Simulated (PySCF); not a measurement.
MH₃ across group 6

Level: PBE0, basis family def2-TZVP, scalar-relativistic core potentials from Rb on and no relativity for lighter atoms.

Each entry is the lowest minimum that a search over a few typed start shapes (and spin states, where more than one is plausible) found, or that minimum re-optimised at the stated level; isomers with ligand–ligand bonds, or fragments after loss of a ligand pair, can lie lower. Open shells are unrestricted; no spin–orbit coupling; PySCF with density fitting.

```
molecule  2S+1  point group  mean bond to the central atom (Å)  distinct angles (°)  atomisation (kJ/mol)  dipole (D)
    CrH₃     4          C3v                              1.616                  107                   565        2.94
    MoH₃     4          C3v                              1.695                  107                   708        2.56
     WH₃     4          C3v                              1.710                  112                   880        1.65
```

The bond lengthens at every step; the largest change, 0.079 Å, falls between CrH₃ and MoH₃ among the members listed.

The 4d and 5d members differ by only 0.015 Å, the mark of the lanthanide contraction and relativistic shrinkage of 6s.

Some spin contamination in CrH₃.

Spin–orbit coupling can matter for WH₃.

Left out of the table are members whose search was unfinished or whose lowest solution was spin-contaminated, unstable, very soft or bonded differently.

Open d and f shells are single-determinant solutions and may miss the true ground state.
